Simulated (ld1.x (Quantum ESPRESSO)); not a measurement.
# S (Z = 16), ultrasoft: configuration errors across variants

| Item | Value |
| --- | --- |
| Element | S |
| Generator | ld1.x (Quantum ESPRESSO) 7.5 |
| Type | ultrasoft |
| Functional | PBEsol |
| Relativity | scalar-relativistic |
| Frozen core | [Ne] |
| Valence charge | 6 |
| Reference configuration | 3s1 3p5 |
| Partial waves | 3s (bound): rcut 1.45, rcutus 1.55 bohr; 3s channel at 0.65 Ry: rcut 1.45, rcutus 1.55 bohr; 3p (bound): rcut 1.30, rcutus 1.40 bohr; 3p channel at -0.15 Ry: rcut 1.30, rcutus 1.40 bohr |
| Local potential | all-electron potential smoothed inside 1.40 bohr (lloc = -1) |
| Core correction | a·sin(br)/r model core inside 1.25 bohr |
| Augmentation charge | PSQ, radius 0.95 bohr |

All-electron excitation energies from the reference (eV): (1) 3s2 3p4 -10.280; (2) 3s2 3p3 1.454; (3) 3s2 3p2 23.695; (4) 3s2 3p3.5 -5.636; (5) 3s2 3p1 57.694; (6) 3s2 3p4.3 -11.980; (7) 3s0 3p6 10.399.

The overlap operator is not positive definite (basis up to 400 Ry) in “waves 3s (bound): rcut 1.45, rcutus 2.34 bohr; 3s channel at 0.65 Ry: rcut 1.45, rcutus 2.34 bohr”. Such files are unfit for use, however small their errors in these radial tests.

2 further variants failed, have other tests or too few solved ones, and are left out.

Errors AE − PS in meV (a dash: test not solved or not reliable):

```tsv
change	(1)	(2)	(3)	(4)	(5)	(6)	(7)	bound ghosts
base	+1.5	+2.7	+6.1	+1.9	+13	+1.4	+1.2	none
waves 3s (bound): rcut 1.20, rcutus 1.28 bohr; 3s channel at 0.65 Ry: rcut 1.20, rcutus 1.28 bohr	+2.1	+3.6	+7.5	+2.6	+14	+1.9	+1.8	none
waves 3s (bound): rcut 1.38, rcutus 1.46 bohr; 3s channel at 0.65 Ry: rcut 1.38, rcutus 1.46 bohr	+1.6	+2.9	+6.4	+2.1	+13	+1.5	+1.3	none
waves 3s (bound): rcut 1.45, rcutus 1.74 bohr; 3s channel at 0.65 Ry: rcut 1.45, rcutus 1.74 bohr	+1.3	+2.4	+5.6	+1.7	+12	+1.2	+0.9	none
waves 3s (bound): rcut 1.45, rcutus 1.86 bohr; 3s channel at 0.65 Ry: rcut 1.45, rcutus 1.86 bohr	+1.3	+2.3	+5.3	+1.6	+12	+1.2	+0.8	none
waves 3s (bound): rcut 1.45, rcutus 2.04 bohr; 3s channel at 0.65 Ry: rcut 1.45, rcutus 2.04 bohr	+1.3	+2.2	+5.1	+1.6	+13	+1.1	+0.7	none
waves 3s (bound): rcut 1.45, rcutus 2.16 bohr; 3s channel at 0.65 Ry: rcut 1.45, rcutus 2.16 bohr	+1.3	+2.1	+4.9	+1.6	+14	+1.2	+0.7	none
waves 3s (bound): rcut 1.45, rcutus 2.34 bohr; 3s channel at 0.65 Ry: rcut 1.45, rcutus 2.34 bohr	+0.8	+1.7	+3.7	+1.1	+3.9	+0.8	+0.6	not determined (overlap not positive)
```

Q: Give the same row for: waves 3s (bound): rcut 1.45, rcutus 1.62 bohr; 3s channel at 0.65 Ry: rcut 1.45, rcutus 1.62 bohr.

A: +1.4, +2.5, +5.9, +1.8, +12, +1.3, +1.1; bound ghosts: none.
